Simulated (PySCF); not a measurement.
## Peak assignment

Atom-mapped SMILES (the numbers label the heavy atoms): `[CH3:1][C@@H:2]1[CH2:3][CH2:4][C@H:5]2[SiH2:6][O:7][SiH2:8][C@@H:9]12` (H(Xn): hydrogen on atom n). Ha(C3), Ha(C4) are cis to C1 on the ring; Ha(Si6), Ha(Si8) are cis to C2 on the ring; Hb(C3), Hb(C4) are trans to C1 on the ring; Hb(Si6), Hb(Si8) are trans to C2 on the ring.

- GFN2-xTB structure
- PBE0/pcSseg-1 with gauge-including orbitals
- run in PySCF 2.14
- equivalent nuclei averaged, one computed conformer, no relativistic terms, no solvent

Chemical shifts δ = σref − σ; 13C and 1H vs TMS, all at this level.

(1) Assign these signals to the numbered atoms. 13C{1H} NMR (computed): δ 44.6, 44.3, 39.7, 36.0, 32.6, 23.2.

(2) Assign these signals to the numbered atoms. 1H NMR (300 MHz, computed): δ 5.30 (m, 1H), 5.24 (m, 1H), 5.04 (m, 1H), 5.01 (m, 1H), 2.03 (m, 1H), 2.02 (m, 1H), 1.99 (m, 1H), 1.81 (m, 1H), 1.52 (m, 1H), 1.44 (m, 1H), 1.21 (m, 1H), 1.11 (d, 3H).

Results:

(1) 
44.6 → C3, sp3 CH2 in a ring: a saturated carbon with 2 carbon neighbours and no heteroatom attached
44.3 → C2, sp3 CH in a ring: saturated and bonded to C and H only
39.7 → C9, sp3 CH bonded to Si
36.0 → C4, sp3 CH2 in a ring: a saturated carbon with 2 carbon neighbours and no heteroatom attached
32.6 → C5, sp3 CH bonded to Si
23.2 → C1, methyl carbon: saturated and bonded to C and H only

C3 and C2 lie closer than the usual error of such a calculation, so a measured spectrum could show them in the other order.

(2) 
5.30 → Hb(Si8), hydrogen on a silicon bonded to C, O, in a 5-membered ring
5.24 → Hb(Si6), hydrogen on a silicon bonded to C, O, in a 5-membered ring
5.04 → Ha(Si8), hydrogen on a silicon bonded to C, O, in a 5-membered ring
5.01 → Ha(Si6), hydrogen on a silicon bonded to C, O, in a 5-membered ring
2.03 → Hb(C3), hydrogen on an sp3 CH2 in a ring
2.02 → H(C5), hydrogen on an sp3 CH bonded to Si
1.99 → Ha(C4), hydrogen on an sp3 CH2 in a ring
1.81 → H(C2), hydrogen on an sp3 CH in a ring
1.52 → Hb(C4), hydrogen on an sp3 CH2 in a ring
1.44 → H(C9), hydrogen on an sp3 CH bonded to Si
1.21 → Ha(C3), hydrogen on an sp3 CH2 in a ring: far from electronegative atoms and π systems
1.11 → H(C1), hydrogen on a methyl carbon: far from electronegative atoms and π systems

Hb(Si8) and Hb(Si6); Ha(Si8) and Ha(Si6); Hb(C3) and H(C5); H(C5) and Ha(C4); Hb(C4) and H(C9); Ha(C3) and H(C1) lie closer than the usual error of such a calculation, so a measured spectrum could show them in the other order.

Shifts are as computed. Against solution values, carbons near 30 ppm lie about +3 ppm off and those near 130 ppm about +5 ppm. Of 1211 compounds with measured shifts, 218 miss one by over three times the rms of a fit or turn the order of signals round; such compounds aren't used in these exercises. No couplings were computed; multiplicities are counted from neighbouring protons, with m where these are inequivalent, close in shift, in a saturated or five-membered ring or joined by F or P, and br s for small geminal =CH2 splittings.
